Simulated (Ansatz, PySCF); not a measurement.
Reaction (SMILES): C[SiH](F)N[SiH3] -> C[Si@H](F)N[SiH2] + H atom (the H-Si bond at the site shown breaks; other sites are not compared here)
Each molecule is optimised on its own at B3LYP-D3(BJ)/def2-TZVP (Ansatz, a quantum-chemistry and plane-wave program), one conformer each, not searched for the lowest. Frequencies are from Ansatz or PySCF.

Quantity: bond dissociation energy (enthalpy at 298 K, with B3LYP-D3(BJ) rigid-rotor harmonic-oscillator terms), in kcal/mol. Correlated levels leave the core frozen unless marked. Open shells are spin-unrestricted. Spin-orbit coupling is left out. No relativistic terms. CBS marks a two-point X^-3 extrapolation of the correlation energy; Hartree-Fock from the larger set. The bracket is a focal-point correction in the basis named.

| level | program | bond dissociation energy (kcal/mol) |
|---|---|---|
| HF/6-31G* | Ansatz | 72.6 |
| revPBE/def2-TZVPD | Ansatz | 83.2 |
| LC-wPBE-D3(BJ)/def2-TZVPD | Ansatz + dftd3 | 87.3 |
| LC-wPBE/def2-TZVPD | Ansatz | 87.2 |
| B2GP-PLYP-D4/def2-TZVPD | Ansatz + dftd4 | 89.3 |
| CCSD(T)/6-31G* | Ansatz | 81.5 |
| RI-MP2/CBS(cc-pV(T+d)Z,cc-pV(Q+d)Z)+[CCSD(T)-MP2]/cc-pV(T+d)Z | Ansatz | 92.4 |
